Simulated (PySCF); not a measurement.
C2H8N, charge +1, singlet, geometry from GFN2-xTB. Base run: HF/6-31G** in PySCF.

Input for PySCF:
```python
from pyscf import gto, scf

mol = gto.M(
    atom='''
C     1.24236279   -0.39750113   -0.00322907
C     0.10487807    0.60216964    0.01031472
N    -1.20786753   -0.12281767   -0.00534211
H     2.18965049    0.13332978    0.00819683
H     1.21540996   -1.04156893    0.87213189
H     1.22024591   -1.01206128   -0.89968502
H     0.14835877    1.25030737   -0.86574484
H     0.14351839    1.22077270    0.90769459
H    -1.27417674   -0.73835213    0.81691315
H    -1.26963260   -0.71062506   -0.84798726
H    -2.00174661    0.52991014    0.00336156
''',
    basis='6-31g**',
    charge=1,
    verbose=4,
    symmetry=True,
)

mf = scf.RHF(mol)
mf.kernel()
mf.analyze()
```

Variants of this job, named by their change:

| change | ΔE vs base (mEh) | point group used | SCF cycles |
|---|---|---|---|
| base | 0.000 | Cs | 9 |
| symmetry = off | 0.000 | C1 | 9 |
| irrep_nelec = A':18 A":8 | 1113.1 | Cs | 20 |
| irrep_nelec = A':22 A":4 | 969.9 | Cs | 18 |
